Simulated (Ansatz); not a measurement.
Consider the ligand exchange at a Ge–C bond: `B[SiH2][CH2][GeH3]` + `CN[SiH3]` → `C[N]([SiH3])[GeH3]` + `B[SiH2]C`.

Gas-phase electronic energies from Ansatz, PBE0-D4/def2-TZVP geometries. CCSD(T)/CBS adds triple-zeta CCSD(T) − MP2 to the extrapolated MP2 energy (def2 sets, frozen cores). DFT in def2-TZVPP. For Ge outer-core shells are correlated without core-valence functions, which leaves a few kJ/mol of doubt a bond. Scalar relativity is left out up to krypton. Each species was taken in one conformer, which may not be the lowest.

Problem. Is it downhill or uphill in electronic energy at CCSD(T)/CBS, and by how much? (Estimate.)

Solution. The calculation gave: Downhill: ΔE = -4.1 kcal/mol.

Problem. What do these levels give: PBE0-D4, ωB97M-V, HF/def2-TZVPP, SCS-MP2/def2-TZVPP, HF/def2-QZVPP, HF/CBS(def2)? (Estimate.)

Solution. The calculation gave: PBE0-D4 -3.5, ωB97M-V -4.1, HF/def2-TZVPP -4.8, SCS-MP2/def2-TZVPP -5.2, HF/def2-QZVPP -4.9, HF/CBS(def2) -4.9 kcal/mol.

Largest T1 diagnostic among the species: 0.011.

The D4 term adds −0.9 kcal/mol with B3LYP and −0.5 kcal/mol with PBE0; it sums over pairs of atoms, weighted by their polarisabilities, and B3LYP, whose exchange is more repulsive, gets the larger term.

B3LYP here is the variant with VWN-RPA as its local correlation; programs differ in this.
